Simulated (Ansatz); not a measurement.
Geometry optimisation, Ansatz, RKS B3LYP/def2-SVP.

Input:

```yaml
crystal:
  periodic: [false, false, false]
  atoms:
    - { symbol: In, position_ang: [-0.801281, 0.054447, 0.004963] }
    - { symbol: "N", position_ang: [2.037209, 1.599645, 1.133765] }
    - { symbol: C, position_ang: [-0.8721, -1.875895, 1.039554] }
    - { symbol: C, position_ang: [-0.626492, 0.303079, -2.162018] }
    - { symbol: H, position_ang: [1.034462, 1.798811, 1.200907] }
    - { symbol: H, position_ang: [-0.857803, 1.487545, 0.988013] }
    - { symbol: H, position_ang: [2.289424, 1.543788, 0.146414] }
    - { symbol: H, position_ang: [2.206813, 0.682368, 1.543524] }
    - { symbol: H, position_ang: [0.046564, -1.989925, 1.639925] }
    - { symbol: H, position_ang: [-0.950489, -2.719292, 0.338039] }
    - { symbol: H, position_ang: [-1.724183, -1.900536, 1.736936] }
    - { symbol: H, position_ang: [0.278557, -0.217164, -2.513604] }
    - { symbol: H, position_ang: [-0.563117, 1.369862, -2.421859] }
    - { symbol: H, position_ang: [-1.497664, -0.136833, -2.674358] }
basis:
  gaussian: { orbitals: def2-SVP }
hamiltonian:
  xc: b3lyp
relax:
  f_tol: 0.03
  max_steps: 50
```

Launched with:

```bash
$ ansatz run input.yaml --threads 2 --pin off --max-ram 3072MiB --backend cpu --events-out ev --progress --plain --runs-dir out
```

Problem. Where does it end, and by what steps?

Solution. The run converged. The force dipped under the threshold on the way, but the program's further checks kept it going. After 23 steps the energy has fallen by 0.715 eV; H10 moved furthest, 1.08 Å. Joined: In1–N2 (3.42 → 2.47 Å).

```
step  energy less start (eV)  largest force component (eV/Å)  accepted
   0                  0.0000                           0.251       yes
   1                 -0.0455                           0.323       yes
   2                 -0.0555                           0.946       yes
   3                 -0.0858                           0.304       yes
   4                 -0.1172                           0.193       yes
   5                 -0.1478                           0.282       yes
   6                 -0.1533                           0.517       yes
   7                 -0.1635                           0.339       yes
   8                 -0.1700                           0.264       yes
   9                 -0.1696                           1.604        no
  10                 -0.1910                           0.299       yes
  11                 -0.2464                           0.884       yes
  12                 -0.4797                           1.498       yes
  13                 -0.4573                           3.198        no
  14                 -0.6977                           0.177       yes
  15                 -0.7092                           0.062       yes
  16                 -0.7110                           0.057       yes
  17                 -0.7117                           0.108       yes
  18                 -0.7127                           0.061       yes
  19                 -0.7136                           0.040       yes
  20                 -0.7140                           0.090       yes
  21                 -0.7145                           0.049       yes
  22                 -0.7147                           0.002       yes
  23                 -0.7149                           0.024       yes
```

```xyz
14
Properties=species:S:1:pos:R:3
In -0.769 0.275 0.163
N 1.527 0.999 0.706
C -0.658 -1.705 1.130
C -0.572 0.404 -2.030
H 1.514 1.865 1.247
H -1.555 1.595 1.025
H 2.079 1.172 -0.136
H 2.024 0.299 1.259
H -0.339 -1.620 2.183
H 0.042 -2.373 0.601
H -1.651 -2.184 1.123
H 0.183 -0.304 -2.408
H -0.295 1.422 -2.352
H -1.532 0.155 -2.511
```

Whether the end is a true minimum wasn't checked by a vibrational analysis.

The run took 83 s on 2 threads of Intel(R) Xeon(R) CPU @ 2.80GHz (Skylake/Cascade Lake) (shared host), peak memory 0.31 GiB.
